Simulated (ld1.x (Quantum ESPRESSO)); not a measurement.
# Transferability test, RRKJ potential for oxygen

| Property | Result |
| --- | --- |
| Element | O |
| Generator | ld1.x (Quantum ESPRESSO) 7.5 |
| Type | norm-conserving RRKJ (Kleinman–Bylander form) |
| Functional | BLYP |
| Relativity | non-relativistic |
| Frozen core | [He] |
| Valence charge | 6 |
| Reference configuration | 2s2 2p4 |
| Partial waves | 2p (bound): rc 2.15 bohr; 3d channel at 0.15 Ry: rc 2.00 bohr; 2s (bound): rc 0.55 bohr |
| Local potential | the s channel |
| Core correction | a·sin(br)/r model core, default radius (core density twice the valence density) |

Energies are relative to the spin-unpolarised reference configuration 2s2 2p4; without spin polarisation the order of configurations can differ from experiment.

Q: Give the all-electron excitation energy and the error of the potential for: 2s2 2p3; 2s2 2p2; 2s2 2p1; 2s1 2p5; 2s1 2p4; 2s2 2p0; 2s2 2p4.3.

A:

```csv
valence configuration,charge,ΔE all-electron (eV),error AE − PS (meV)
2s2 2p3,+1,16.436,+154
2s2 2p2,+2,50.052,+1181
2s2 2p1,+3,103.993,+4255
2s1 2p5,0,14.777,-51
2s1 2p4,+1,31.470,-287
2s2 2p0,+4,181.022,+10867
2s2 2p4.3,-0.3,-2.123,+3.1
```

These tests converged, but a pseudo level misses the all-electron one widely, so the file describes the atom poorly there or has found another state: 2s2 2p1: 2p by 4.6 eV; 2s2 2p0: empty 2p by 8.9 eV.
